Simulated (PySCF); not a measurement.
These compounds are isomers of formula C$_{10}$H$_{11}$P.

A. `C1=CC=C(C)C(/P=C\C=C)=C1`
B. SMILES C=Cc1ccpc(C=C)c1C
C. SMILES c1(C2=C[P@]2(=C)C)ccccc1

Spectrum 1. 1H NMR (500 MHz, computed): δ 10.04 (m, 1H), 8.16 (m, 2H), 7.77 (m, 2H), 7.67 (m, 1H), 1.96 (m, 3H), 0.30 (m, 2H). 13C{1H} NMR (computed): δ 171.3 (CH), 169.7 (C), 136.0 (CH), 135.0 (CH), 134.3 (CH), 133.9 (C), 21.5 (CH3), 3.7 (CH2).

Spectrum 2. 1H NMR (500 MHz, computed): δ 9.00 (m, 1H), 7.59 (m, 1H), 7.56 (m, 1H), 7.55 (m, 1H), 7.53 (m, 1H), 6.47 (m, 1H), 5.36 (m, 1H), 5.20 (m, 1H), 2.47 (s, 3H). 13C{1H} NMR (computed): δ 194.6 (CH), 148.6 (C), 146.5 (C), 143.6 (CH), 138.3 (CH), 134.8 (CH), 134.5 (CH), 131.0 (CH), 124.9 (CH2), 25.4 (CH3).

Spectrum 3. 1H NMR (500 MHz, computed): δ 8.99 (m, 1H), 8.07 (m, 1H), 7.46 (m, 1H), 7.45 (m, 1H), 6.52 (m, 1H), 5.92 (m, 1H), 5.75 (m, 1H), 5.57 (m, 1H), 2.53 (s, 3H). 13C{1H} NMR (computed): δ 178.6 (C), 163.7 (CH), 149.0 (CH), 146.8 (CH), 145.9 (C), 142.7 (C), 137.7 (CH), 125.2 (CH2), 125.1 (CH2), 21.3 (CH3).

All values are calculated (PySCF 2.14): GFN2-xTB structure, shielding tensors at PBE0/pcSseg-1 (GIAO). Equivalent nuclei averaged, relativity neglected, a single conformation, gas phase.

Referencing at the same level of theory: TMS for 1H, 13C. Splittings of carbon signals by F and P are missing where no couplings were computed. Where no couplings were computed, multiplicities follow the n + 1 count of equivalent neighbours, and m marks all less simple cases (inequivalent or close neighbours, rings, F or P nearby). Shifts are as computed. Against solution values, carbons near 30 ppm lie about +3 ppm off and those near 130 ppm about +5 ppm. Of 1211 compounds with measured shifts, 218 miss one by over three times the rms of a fit or turn the order of signals round; such compounds aren't used in these exercises.

**Question.** Match each spectrum to its structure.

**Answer.** 1–C, 2–A, 3–B.

- Spectrum 1 (C): 8 13C signals; δC 136.0 is an aromatic CH; δC 135.0 is an aromatic CH.
- Spectrum 2 (A): 10 13C signals; δC 143.6 is an alkene CH; δC 138.3 is an aromatic CH.
- Spectrum 3 (B): 10 13C signals; δC 149.0 is an alkene CH; δC 146.8 is an alkene CH.
